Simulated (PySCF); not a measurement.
# Molecular orbitals of SeBr

PBE0 at R = 2.287 Å; PySCF, scalar-relativistic core potentials, basis sets Se cc-pVDZ-PP with ECP10, Br cc-pVDZ-PP with ECP10. State: ⁴Σ⁻ (quartet), unpaired electrons σ ↑, π ↑↑, a second solution, started from another occupation. Only the outer orbitals are listed, counted within each symmetry, core potentials removing the inner ones.

| spin | orbital | occ. | ε (eV) | on Se (%) | main shells (%) |
| --- | --- | --- | --- | --- | --- |
| α | 7σ | 1 | -23.70 | 31 | 68 Br s, 28 Se s |
| α | 8σ | 1 | -20.27 | 69 | 68 Se s, 29 Br s |
| α | 9σ | 1 | -11.61 | 47 | 50 Br p, 44 Se p |
| α | 5π | 1 | -10.28 | 53 | 53 Se p, 46 Br p |
| α | 5π | 1 | -10.28 | 53 | 53 Se p, 46 Br p |
| α | 6π | 1 | -8.03 | 47 | 53 Br p, 47 Se p |
| α | 6π | 1 | -8.03 | 47 | 53 Br p, 47 Se p |
| α | 10σ | 1 | -4.81 | 56 | 54 Se p, 43 Br p |
| α | 11σ | 0 | 7.95 | 79 | 54 Se p, 23 Se d, 20 Br d |
| α | 12σ | 0 | 9.28 | 74 | 39 Se s, 27 Se p, 25 Br p |
| α | 7π | 0 | 9.71 | 96 | 95 Se p |
| β | 7σ | 1 | -22.48 | 20 | 78 Br s, 17 Se s |
| β | 8σ | 1 | -17.88 | 76 | 76 Se s, 19 Br s |
| β | 9σ | 1 | -10.05 | 45 | 53 Br p, 38 Se p |
| β | 5π | 1 | -8.79 | 21 | 79 Br p, 20 Se p |
| β | 5π | 1 | -8.79 | 21 | 79 Br p, 20 Se p |
| β | 6π | 0 | -4.38 | 79 | 79 Se p, 20 Br p |
| β | 6π | 0 | -4.38 | 79 | 79 Se p, 20 Br p |
| β | 10σ | 0 | -1.38 | 61 | 59 Se p, 38 Br p |

Which are the highest filled and the lowest empty level, where do they sit, and how wide is the gap?

Highest filled α 10σ at -4.81 eV (in %: 54 Se p, 43 Br p); lowest empty β 6π at -4.38 eV (in %: 79 Se p, 20 Br p); the gap at PBE0 is 0.43 eV.

* bond order (Mayer): 1.08
* ⟨S²⟩: 3.754
* charge on Se (Mulliken, basis-dependent): 0.14
* charge on Se (Löwdin, basis-dependent): 0.12
* dipole moment (positive dipole means Se(−)Br(+)): -1.18 D

Spin–orbit coupling is left out.
